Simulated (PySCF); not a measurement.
C₄H₅F₃. Atoms are numbered in the order given.

```xyz
12

C     -1.4189     1.3995     0.0000
C     -0.1850     0.8940     0.0000
C      1.0774     1.6954     0.0000
C      0.0147    -0.5978     0.0000
F      0.7147    -0.9850    -1.0757
F      0.7147    -0.9850     1.0757
F     -1.1281    -1.2819     0.0000
H     -2.2986     0.7535     0.0000
H     -1.5784     2.4805     0.0000
H      1.6877     1.4581    -0.8854
H      0.8599     2.7712     0.0000
H      1.6877     1.4581     0.8854
```
Charge 0, spin multiplicity 1.

Geometry: PBE0-D3(BJ)/def2-SVP.

All values below come from TDA-PBE/def2-SVPD in PySCF 2.14.0.

Vertical excitations. Isolated molecule, no solvent. State labels are in the subgroup Cs.

Computed UV-visible absorptions:
| state | symmetry | energy (eV) | λ (nm) | f | main pairs |
|---|---|---|---|---|---|
| S1 | A" | 7.07 | 175 | 0.005 | HOMO→LUMO+1 100 % |
| S2 | A" | 7.39 | 168 | 0.001 | HOMO−1→LUMO 99 % |
| S3 | A' | 7.58 | 164 | 0.446 | HOMO→LUMO 80 % |
| S4 | A" | 7.90 | 157 | 0.025 | HOMO→LUMO+2 98 % |
| S5 | A" | 7.91 | 157 | 0.000 | HOMO−2→LUMO 96 % |
| S6 | A" | 8.00 | 155 | 0.000 | HOMO→LUMO+3 98 % |
| S7 | A' | 8.05 | 154 | 0.001 | HOMO−3→LUMO 99 % |
| S8 | A" | 8.47 | 146 | 0.000 | HOMO−5→LUMO 98 % |
| S9 | A' | 8.49 | 146 | 0.028 | HOMO−4→LUMO 91 % |
| S10 | A' | 8.71 | 142 | 0.045 | HOMO→LUMO+4 96 % |
| T1 | A' | 4.37 | 284 | 0 | HOMO→LUMO 99 % |
| T2 | A" | 6.92 | 179 | 0 | HOMO−1→LUMO 99 % |
| T3 | A" | 6.96 | 178 | 0 | HOMO→LUMO+1 100 % |
| T4 | A" | 7.58 | 164 | 0 | HOMO−2→LUMO 97 % |
Triplets are in the Tamm–Dancoff approximation.
